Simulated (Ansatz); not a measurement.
One change: `B[CH2][GeH2][Cl]` becomes `[SiH3][CH2][GeH2][Cl]`.

Ansatz, PBE0-D4/def2-TZVP geometries, multiplicity 1. Each molecule was computed in one conformer, which needn't be the lowest.

Scalar relativity is left out up to krypton.

| property | `B[CH2][GeH2][Cl]` |
| --- | --- |
| HOMO energy (PBE/def2-TZVPP) / eV | -7.34 |
| size of the dipole moment (B3LYP/def2-TZVPP) / D | 1.16 |
| HOMO energy (ωB97M-V/def2-TZVPP) / eV | -10.82 |
| size of the dipole moment (ωB97M-V/def2-TZVPP) / D | 1.20 |
| LUMO energy (PBE/def2-TZVPP) / eV | -2.84 |
| HOMO–LUMO gap (PBE/def2-TZVPP) / eV | 4.50 |

What does the change do to each property? (An estimate is asked.)

The calculation gave: 
```json
{"property": "HOMO energy (PBE/def2-TZVPP) / eV", "`[SiH3][CH2][GeH2][Cl]`": "-7.20", "shift": "0.14"}
{"property": "size of the dipole moment (B3LYP/def2-TZVPP) / D", "`[SiH3][CH2][GeH2][Cl]`": "2.45", "shift": "1.29"}
{"property": "HOMO energy (ωB97M-V/def2-TZVPP) / eV", "`[SiH3][CH2][GeH2][Cl]`": "-10.70", "shift": "0.12"}
{"property": "size of the dipole moment (ωB97M-V/def2-TZVPP) / D", "`[SiH3][CH2][GeH2][Cl]`": "2.47", "shift": "1.27"}
{"property": "LUMO energy (PBE/def2-TZVPP) / eV", "`[SiH3][CH2][GeH2][Cl]`": "-0.91", "shift": "1.93"}
{"property": "HOMO–LUMO gap (PBE/def2-TZVPP) / eV", "`[SiH3][CH2][GeH2][Cl]`": "6.29", "shift": "1.79"}
```

With PBE0 the HOMO rises by 0.12 eV and the LUMO rises by 1.91 eV, so the gap widens by about 1.79 eV. PBE moves the HOMO by 0.14 eV and ωB97M-V by 0.12 eV. Dipoles are sizes alone; their direction can turn.

B3LYP here is the variant with VWN-RPA as its local correlation; programs differ in this.
